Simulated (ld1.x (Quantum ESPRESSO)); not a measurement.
## beryllium (Be): excitation energies, all-electron against PAW

```
Element                 : Be
Generator               : ld1.x (Quantum ESPRESSO) 7.5
Type                    : PAW
Functional              : PBE
Relativity              : non-relativistic
Frozen core             : none
Valence charge          : 4
Reference configuration : 1s2 2s2 2p0
Partial waves           : 1s (bound): rcut 0.65, rcutus 0.70 bohr; 2s (bound): rcut 0.65, rcutus 0.70 bohr; 2p (bound, empty): rcut 4.00, rcutus 4.80 bohr; 2p channel at 0.65 Ry: rcut 4.00, rcutus 4.80 bohr; 3d channel at 0.25 Ry: rcut 2.95, rcutus 3.50 bohr; 3d channel at 1.25 Ry: rcut 2.95, rcutus 3.50 bohr
Local potential         : all-electron potential smoothed inside 3.20 bohr (lloc = -1)
Core correction         : none
Augmentation charge     : PSQ, inside the norm-conserving radii
```

Energies are relative to the spin-unpolarised reference configuration 1s2 2s2 2p0; without spin polarisation the order of configurations can differ from experiment. Not all tests gave a result: 2 of 7 tests not solved or not reliable. Left out of the table: 1s2 2s0 2p0 (solver errors, printed error -106 eV); 1s1 2s2 2p0 (pseudo-atom not self-consistent, printed error -63.7 eV).

(1) Give the all-electron excitation energy and the error of the potential for: 1s2 2s1 2p0; 1s2 2s1.5 2p0; 1s2 2s0 2p1; 1s2 2s0 2p2; 1s2 2s1 2p1.

Levels in the configuration 1s2 2s1.5 2p0:

```csv
level,all-electron (eV),pseudo (eV)
1s,-111.574,-111.594
2s,-9.496,-9.499
```

Results:

(1)

```
valence configuration  charge  ΔE all-electron (eV)  error AE − PS (meV)
          1s2 2s1 2p0      +1                 9.549                 -2.5
        1s2 2s1.5 2p0    +0.5                 3.760                 -0.6
          1s2 2s0 2p1      +1                13.456                  -11
          1s2 2s0 2p2       0                 7.247                 -3.9
          1s2 2s1 2p1       0                 3.610                 -1.1
```
